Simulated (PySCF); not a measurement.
**Unknown compound**

The spectra below were simulated for a compound C$_{4}$H$_{5}$F$_{2}$NO.

¹H NMR (600 MHz, computed): δ 8.56 (m, 1H), 7.49 (d, 1H), 7.03 (d, 1H), 6.20 (m, 1H), 6.20 (m, 1H).

¹³C{¹H} NMR (computed): δ 152.7 (CH2), 147.8 (CH), 127.3 (CH), 123.0 (CH).

- GIAO PBE0/pcSseg-1 shieldings
- geometry from GFN2-xTB
- program: PySCF 2.14.0 with density-fitted response routines
- equivalent nuclei averaged, relativity neglected, single conformer, in vacuum

Chemical shifts δ = σref − σ; TMS for ¹H and ¹³C, all at this level.

Q: Deduce the structure.

A: 
- Rings plus π bonds: 2 (no ring in the answer).
- 4 carbon signals for 4 carbons: no two carbons are equivalent.
- Carbon types of the structure: 3 × CH, 1 × CH2, which accounts for all hydrogens.
- δC 152.7: C=N carbon.
- δC 147.8: alkene carbon bearing oxygen; an sp2 carbon further deshielded by the attached heteroatom.
- δC 127.3: β carbon of an enol-ether or enamine type C=C.
- δC 123.0: sp3 CH bonded to 2 F and O; 3 electronegative neighbours deshield it.
- δH 8.56: hydrogen on an sp3 CH bonded to 2 F and O; its carbon carries F and O, hence the downfield position.
- δH 6.20: hydrogen on an alkene carbon bearing oxygen; attached to an sp2 carbon and in the plane of the double bond.
- δH 6.20: hydrogen on a β carbon of an enol-ether or enamine type C=C; a vinylic proton, deshielded by the sp2 carbon and the C=C anisotropy.

These data were computed for `InChI=1S/C4H5F2NO/c1-7-2-3-8-4(5)6/h2-4H,1H2/b3-2-`.

The data come from this structure; uniqueness wasn't tested.

Splittings by ¹⁹F in the carbon and heteronuclear signals aren't shown, as no couplings were computed. Shifts are as computed. Against solution values, carbons near 30 ppm lie about +3 ppm off and those near 130 ppm about +5 ppm. Of 1211 compounds with measured shifts, 218 miss one by over three times the rms of a fit or turn the order of signals round; such compounds aren't used in these exercises. No couplings were computed; multiplicities are counted from neighbouring protons, with m where these are inequivalent, close in shift, in a saturated or five-membered ring or joined by F or P, and br s for small geminal =CH2 splittings.
